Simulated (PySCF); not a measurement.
Electron correlation in Au⁺ (gold, charge +1)

[Xe] 4f14 5d10, closed-shell 1S. All numbers are calculated (PySCF 2.14, the spin-free X2C one-electron Hamiltonian (Gaussian nucleus), in ANO-RCC-VTZP (8s7p5d3f1g, 84 functions)). Frozen: [Xe] 4f14; 10 electrons correlated.

```
  level  correlation energy (mhartree)
   CCSD                        -294.18
    (T)                         -11.18
CCSD(T)                        -305.36
```

Diagnostics: T1 = 0.0042, D1 = 0.0060, largest double amplitude 0.021.

Cost of the coupled-cluster step: of the order of 1.2 core-seconds, for 10 correlated electrons.
